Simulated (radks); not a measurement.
Problem. Ionisation of the potassium ion K2+, [Ne] 3s2 3p5, to [Ne] 3s2 3p4 as the strength of local exchange is varied. Calculated with a radial shooting solver on a logarithmic mesh with Libxc functionals: non-relativistic Kohn-Sham, Slater X-alpha exchange (alpha = 2/3 is LDA exchange), no correlation, spin-polarised, spherical densities, point nucleus; open shells are filled with parallel spins first.

| alpha | E(K2+) (hartree) | exchange (hartree) | IE (eV) | -e of the level emptied (eV) | <r> of it (bohr) |
|---|---|---|---|---|---|
| 0.564 | -590.91350 | -24.87538 | 42.204 | 35.076 (3p) | 1.389 |
| 0.602 | -592.59142 | -26.61217 | 42.906 | 35.770 (3p) | 1.381 |
| 0.667 | -595.47044 | -29.60075 | 44.120 | 36.973 (3p) | 1.367 |
| 0.669 | -595.55920 | -29.69306 | 44.158 | 37.011 (3p) | 1.367 |
| 0.702 | -597.02533 | -31.21927 | 44.782 | 37.629 (3p) | 1.360 |
| 0.851 | -603.68111 | -38.18214 | 47.656 | 40.488 (3p) | 1.330 |
| x | -599.07385 | -33.35633 | 45.659 | 38.501 (3p) | 1.350 |

Which alpha was used in the last row?

Solution. alpha = 0.748. NIST Atomic Spectra Database: 45.803 eV (semi-empirical). The Delta-SCF value meets it near alpha = 0.76. Open shells are spherical and high-spin; term and fine-structure splittings are not resolved.
